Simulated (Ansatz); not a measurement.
`[SiH3]P[NH][GaH2]` + H₂ → `[SiH3]P` + `[NH2][GaH2]` at 700 K and 1 bar (hydrogenolysis of a P–N bond).

Gas-phase electronic energies from Ansatz, PBE0-D4/def2-TZVP geometries. CCSD(T)/CBS is the MP2 limit (def2-TZVPP, def2-QZVPP) plus CCSD(T) − MP2 in def2-TZVPP, frozen cores. This one scheme is used for every species. For Ga outer-core shells are correlated without core-valence functions, which leaves a few kJ/mol of doubt a bond. Scalar relativity is left out up to krypton. One conformer a species, not always the lowest.

| species | CCSD(T)/CBS energy (Eh) | H − E (kJ/mol) | S (J/(mol·K)) |
| --- | --- | --- | --- |
| `[SiH3]P[NH][GaH2]` | -2612.87095 | 258.3 | 509.3 |
| H₂ | -1.17544 | 46.8 | 155.3 |
| `[SiH3]P` | -633.00997 | 162.4 | 357.3 |
| `[NH2][GaH2]` | -1981.05479 | 148.0 | 331.7 |

H − E and S are ideal-gas, rigid-rotor, harmonic terms from PBE0-D4/def2-TZVP, for one conformer and one mirror image of each species. For small species the MP2-based limit differs from directly extrapolated CCSD(T) by up to some mEh (0.8 for H₂); such offsets cancel only in part. 1 Eh = 2625.50 kJ/mol, R = 8.31446 J/(mol·K).

Problem. By hand: ΔE, ΔH, ΔS and ΔG.

Solution. ΔE = (-633.00997) + (-1981.05479) − (-2612.87095) − (-1.17544) = -0.01837 Eh = -48.2 kJ/mol. Δ(H − E) = 162.4 + 148.0 − 258.3 − 46.8 = 5.3, so ΔH = -42.9 kJ/mol. ΔS = 357.3 + 331.7 − 509.3 − 155.3 = 24.4 J/(mol·K). ΔG = -42.9 − 700 × (24.4)/1000 = -60.0 kJ/mol.

Problem. By hand: the equilibrium constant, and the temperature at which ΔG would vanish if ΔH and ΔS stayed fixed.

Solution. log₁₀ K = −ΔG/(RT ln 10) = 4.5. ΔH and −TΔS have one sign here, so there is no such temperature.

TΔS isn't small against ΔH here. A doubt of 5 kJ/mol in ΔE shifts log₁₀ K by 0.4 here. Other conformers and mirror images would add mixing entropy, several J/(mol·K) or more a flexible species. These are equilibria of isolated gas molecules and say nothing of rates. Largest T1 diagnostic: 0.015 (customary marks: 0.02 for closed shells, 0.045 for open ones).
